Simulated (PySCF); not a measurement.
**`[H]/N=C1/C[C@@H](F)C[C@@H]1C#N`, C₆H₇FN₂**

Geometry:
```
atom   x (Å)   y (Å)   z (Å)
  N1   3.025  -1.333   0.390
  C2   2.013  -0.981  -0.008
  C3   0.743  -0.503  -0.481
  C4  -0.453  -1.240   0.140
  C5  -1.568  -0.195   0.146
  F6  -2.160  -0.155  -1.103
  C7  -0.867   1.132   0.419
  C8   0.527   0.976  -0.121
  N9   1.310   1.939  -0.241
 H10   0.721  -0.582  -1.575
 H11  -0.739  -2.123  -0.430
 H12  -0.228  -1.537   1.166
 H13  -2.374  -0.423   0.850
 H14  -0.819   1.328   1.491
 H15  -1.376   1.970  -0.056
 H16   2.239   1.735  -0.600
```

Computed with TDDFT PBE0/def2-SVPD circular dichroism and optical rotation, one conformer, gas phase in PySCF. Geometry: GFN2-xTB.

The molecule is flexible and this is one conformer; a measurement averages over conformers.

(1) Draw the ECD and absorption spectra from the lowest 8 states, each a Gaussian of half-width 0.3 eV at 1/e height.

Answers

(1) 
```tsv
E (eV)	λ (nm)	Δε (L mol⁻¹ cm⁻¹)	ε (L mol⁻¹ cm⁻¹)
4.55	272	0.00	5.71
4.65	267	0.00	15.5
4.75	261	0.00	33.8
4.85	256	-0.01	58.8
4.95	250	-0.01	82.1
5.05	245	-0.01	91.8
5.15	241	-0.01	82.1
5.25	236	-0.01	58.8
5.35	232	0.00	33.8
5.45	227	0.00	15.5
5.55	223	0.00	5.71
5.65	219	0.00	1.68
5.75	216	0.00	0.397
5.85	212	0.00	0.075
5.95	208	0.00	0
6.05	205	0.00	0
6.15	202	0.00	0.0839
6.25	198	0.00	0.52
6.35	195	-0.01	2.61
6.45	192	+0.01	10.6
6.55	189	+0.14	35.1
6.65	186	+0.68	95
6.75	184	+2.14	213
6.85	181	+4.94	404
6.95	178	+8.62	675
7.05	176	+11.59	1060
7.15	173	+11.98	1640
7.25	171	+9.15	2530
7.35	169	+4.26	3840
7.45	166	-0.64	5510
7.55	164	-3.76	7260
7.65	162	-4.21	8530
```
Δε uses R in velocity form, ε uses f in length form. Only the states computed contribute, so the short-wavelength end is incomplete.

The sign of the CD bands at 245, 167 nm isn't settled: the length form gives the opposite one.
